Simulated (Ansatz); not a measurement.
`C[SiH](O)C=O` → `O=CO` + `C[SiH]` at 700 K and 1 bar (silylene formation by 1,1-elimination).

Program: Ansatz. Geometries: PBE0-D4/def2-TZVP. ΔE: electronic, gas phase. CCSD(T)/CBS adds triple-zeta CCSD(T) − MP2 to the extrapolated MP2 energy (def2 sets, frozen cores). This one scheme is used for every species. Each species was taken in one conformer, which may not be the lowest.

| species | CCSD(T)/CBS energy (Eh) | H − E (kJ/mol) | S (J/(mol·K)) |
| --- | --- | --- | --- |
| `C[SiH](O)C=O` | -519.17880 | 286.8 | 469.1 |
| `O=CO` | -189.60296 | 123.9 | 296.8 |
| `C[SiH]` | -329.46712 | 152.0 | 322.2 |

H − E and S are ideal-gas, rigid-rotor, harmonic terms from PBE0-D4/def2-TZVP, for one conformer and one mirror image of each species. 1 Eh = 2625.50 kJ/mol, R = 8.31446 J/(mol·K).

Q: By hand: ΔE, ΔH, ΔS and ΔG.

A: ΔE = (-189.60296) + (-329.46712) − (-519.17880) = 0.10872 Eh = 285.4 kJ/mol. Δ(H − E) = 123.9 + 152.0 − 286.8 = -10.9, so ΔH = 274.5 kJ/mol. ΔS = 296.8 + 322.2 − 469.1 = 149.9 J/(mol·K). ΔG = 274.5 − 700 × (149.9)/1000 = 169.6 kJ/mol.

Q: By hand: the equilibrium constant, and the temperature at which ΔG would vanish if ΔH and ΔS stayed fixed.

A: log₁₀ K = −ΔG/(RT ln 10) = -12.7. ΔG = 0 at ΔH/ΔS = 1831 K.

The number of gas molecules changes by +1, which sets the sign of ΔS. A doubt of 5 kJ/mol in ΔE shifts log₁₀ K by 0.4 here. Other conformers and mirror images would add mixing entropy, several J/(mol·K) or more a flexible species. These are equilibria of isolated gas molecules and say nothing of rates. Largest T1 diagnostic: 0.016 (customary marks: 0.02 for closed shells, 0.045 for open ones).
